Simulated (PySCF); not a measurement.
From one molecule to another.

First species: C4H12OP2Si.
Z-matrix (Å and degrees, GFN2-xTB geometry), rows numbered from 1:
```
O 
C   1  1.4058
C   2  1.5282  1  113.01
C   3  1.5262  2  111.72  1   178.53
P   4  1.8722  3  111.97  2   -65.81
P   5  2.0324  4   98.84  3   113.33
C   6  1.8490  5  100.60  4  -178.70
Si  7  1.9119  6  111.23  5    91.74
H   1  0.9639  2  108.79  3    57.58
H   2  1.1012  1  110.74  3  -123.27
H   2  1.0949  1  105.47  3   119.99
H   3  1.0929  2  108.83  1    56.91
H   3  1.0955  2  109.17  1   -60.66
H   4  1.0942  3  109.03  2   175.86
H   4  1.0927  3  110.23  2    57.15
H   7  1.0894  6  110.24  5   -30.69
H   7  1.0913  6  107.50  5  -148.25
H   8  1.4638  7  108.89  6    54.45
H   8  1.4634  7  108.35  6   -65.83
H   8  1.4645  7  107.60  6   174.31
```

Second species: C7H18Si.
InChI=1S/C7H18Si/c1-6(2)7(3)4-5-8/h6-7H,4-5H2,1-3,8H3/t7-/m1/s1

Levels: PBE0/pcSseg-1 for HOMO energy, LUMO energy and HOMO–LUMO gap. Geometries: GFN2-xTB. All species are isolated and taken at one optimised geometry, non-relativistic unless stated. Electronic properties by PySCF.

Dipoles, sizes and rotational constants follow the conformer. The torsions of the flexible species, by atom-mapped SMILES:
- `[CH3:1][CH:2]([CH3:3])[C@H:4]([CH3:5])[CH2:6][CH2:7][SiH3:8]`: C1–C2–C4–C5 53°, C2–C4–C6–C7 -164°, C4–C6–C7–Si8 179°

The conformers of `OCCC/P=P/C[SiH3]` aren't listed.

Values for the first species:

| Property | Result |
| --- | --- |
| HOMO energy | -6.99 eV |
| LUMO energy | -2.55 eV |
| HOMO–LUMO gap | 4.44 eV |

Q: Estimate the same properties for the second species, and the change in each.

A: 
```csv
property,first,second,second less first
HOMO energy,-6.99 eV,-8.11 eV,-1.12 eV
LUMO energy,-2.55 eV,0.94 eV,+3.49 eV
HOMO–LUMO gap,4.44 eV,9.05 eV,+4.61 eV
```

